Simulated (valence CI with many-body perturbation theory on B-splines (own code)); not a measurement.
Values are calculated unless marked as measured or tabulated.
## Ladder of approximations for Au LVIII

Method: relativistic CI+MBPT: four valence electrons over a frozen Dirac-Fock core [Ar], a basis of 9 s, 9 p, 10 d, 8 f, 5 g, 3 h, 1 i functions for each j, with the one-electron correlation potential Σ1 (screened to all orders), the two-electron term Σ2, the three-electron term Σ3, Breit, model QED; selected single and double excitations, second order for the rest (own B-spline code, finite nucleus).

The last digits are not significant, and no measured levels were compared; by estimate large intervals hold to a few tenths of a per cent, small ones and those within an open d or f shell to about a per cent. The list stops below the first excitations out of the core. Only levels of the ground parity were solved; by the run's estimate the other parity begins above the list, which can be wrong where configurations are misplaced.

Each rung adds one term. CI alone is the Dirac-Coulomb CI over the frozen core; QED comes last and gives the full result, which names the levels. Energies are above (3d3/2^4) J=0 on the same rung, in cm⁻¹.

Levels are named by their leading jj configuration (3d3/2^4 stands for four electrons in 3d with j = 3/2), which in mixed levels can hold well under half, so a name can repeat and another be missing. Letters in brackets count levels of one name in rising energy.

| Level | CI alone | + Σ1 | + Σ2 | + Σ3 | + Breit | Full |
| --- | --- | --- | --- | --- | --- | --- |
| (3d3/2^3 3d5/2) J=1 | 732218 | 734762 | 739739 | 741026 | 722622 | 724733 |
| (3d3/2^3 3d5/2) J=4 | 851721 | 854314 | 859571 | 859425 | 824268 | 826383 |
| (3d3/2^3 3d5/2) J=2 | 878194 | 880851 | 882825 | 884295 | 858405 | 860569 |
| (3d3/2^3 3d5/2) J=3 | 907908 | 910559 | 912858 | 913438 | 886492 | 888641 |
| (3d3/2^2 3d5/2^2) J=0 [a] | 1542370 | 1547480 | 1554740 | 1554720 | 1520830 | 1525040 |
| (3d3/2^2 3d5/2^2) J=2 [a] | 1544200 | 1549270 | 1556710 | 1558790 | 1521040 | 1525220 |
| (3d3/2^2 3d5/2^2) J=4 [a] | 1578590 | 1583720 | 1593450 | 1594550 | 1544000 | 1548230 |
| (3d3/2^2 3d5/2^2) J=3 [a] | 1593060 | 1598210 | 1605760 | 1606940 | 1563050 | 1567280 |
| (3d3/2^2 3d5/2^2) J=5 | 1633870 | 1639020 | 1649070 | 1649820 | 1591040 | 1595260 |
| (3d3/2^2 3d5/2^2) J=6 | 1667100 | 1672260 | 1683800 | 1684130 | 1614330 | 1618550 |
| (3d3/2^2 3d5/2^2) J=1 | 1673280 | 1678480 | 1682170 | 1683670 | 1643200 | 1647450 |
| (3d3/2^2 3d5/2^2) J=3 [b] | 1702610 | 1707760 | 1711900 | 1712720 | 1664540 | 1668750 |
| (3d3/2^2 3d5/2^2) J=4 [b] | 1714810 | 1720010 | 1726140 | 1725850 | 1669480 | 1673720 |
| (3d3/2^2 3d5/2^2) J=2 [b] | 1726350 | 1731550 | 1734110 | 1735900 | 1688260 | 1692500 |
| (3d3/2^2 3d5/2^2) J=2 [c] | 1832120 | 1837370 | 1838850 | 1839930 | 1800470 | 1804700 |
| (3d3/2^2 3d5/2^2) J=4 [c] | 1886460 | 1891730 | 1893650 | 1895160 | 1847270 | 1851520 |
| (3d3/2^2 3d5/2^2) J=2 [d] | 1999460 | 2004820 | 2001890 | 2003100 | 1963810 | 1968100 |
| (3d3/2^2 3d5/2^2) J=0 [b] | 2144450 | 2149960 | 2144150 | 2145930 | 2114210 | 2118590 |

(1) How does the ionisation energy move along the ladder, and which term matters most?

Results:

(1) CI alone 5841.3, + Σ1 5844.0, + Σ2 5853.0, + Σ3 5853.2, + Breit 5846.9, + QED 5847.2 eV. The largest step is Σ2, 9.0 eV. NIST lists 5846 ± 6 eV (theoretical).
